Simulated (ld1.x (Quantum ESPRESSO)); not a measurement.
# rhodium: excitation energies, all-electron against TM

| Quantity | Value |
| --- | --- |
| Element | Rh (Z = 45) |
| Generator | ld1.x (Quantum ESPRESSO) 7.5 |
| Type | norm-conserving Troullier–Martins (Kleinman–Bylander form) |
| Functional | PBE |
| Relativity | scalar-relativistic |
| Frozen core | [Ar] 3d10 |
| Valence charge | 17 |
| Reference configuration | 4s2 4p6 4d8 5s0 5p0 (charge +1) |
| Partial waves | 4s (bound): rc 1.25 bohr; 4p (bound): rc 1.80 bohr; 4d (bound): rc 1.20 bohr; 4f channel at 0.5 Ry: rc 1.40 bohr |
| Local potential | all-electron potential smoothed inside 1.20 bohr (lloc = -1) |
| Core correction | none |

Energies are relative to the spin-unpolarised reference configuration 4s2 4p6 4d8 5s0 5p0; without spin polarisation the order of configurations can differ from experiment.

Task: Give the all-electron excitation energy and the error of the potential for: 4s2 4p6 4d8 5s1 5p0; 4s2 4p6 4d7 5s0 5p0; 4s2 4p6 4d6 5s0 5p0; 4s2 4p6 4d8 5s0 5p1; 4s2 4p6 4d7 5s1 5p0; 4s1 4p6 4d8 5s1 5p0; 4s2 4p6 4d9 5s0 5p0.

Result:

```json
{"valence configuration": "4s2 4p6 4d8 5s1 5p0", "charge": "0", "ΔE all-electron (eV)": "-7.460", "error AE − PS (meV)": "+421"}
{"valence configuration": "4s2 4p6 4d7 5s0 5p0", "charge": "+2", "ΔE all-electron (eV)": "19.511", "error AE − PS (meV)": "+1.3"}
{"valence configuration": "4s2 4p6 4d6 5s0 5p0", "charge": "+3", "ΔE all-electron (eV)": "52.016", "error AE − PS (meV)": "+11"}
{"valence configuration": "4s2 4p6 4d8 5s0 5p1", "charge": "0", "ΔE all-electron (eV)": "-3.857", "error AE − PS (meV)": "+51"}
{"valence configuration": "4s2 4p6 4d7 5s1 5p0", "charge": "+1", "ΔE all-electron (eV)": "3.666", "error AE − PS (meV)": "+706"}
{"valence configuration": "4s1 4p6 4d8 5s1 5p0", "charge": "+1", "ΔE all-electron (eV)": "81.583", "error AE − PS (meV)": "+794"}
{"valence configuration": "4s2 4p6 4d9 5s0 5p0", "charge": "0", "ΔE all-electron (eV)": "-8.370", "error AE − PS (meV)": "-0.1"}
```

Levels in the configuration 4s1 4p6 4d8 5s1 5p0:

| level | all-electron (eV) | pseudo (eV) |
| --- | --- | --- |
| 4s | -96.131 | -95.609 |
| 4p | -63.689 | -63.217 |
| 4d | -17.766 | -17.349 |
| 5s | -12.257 | -12.893 |
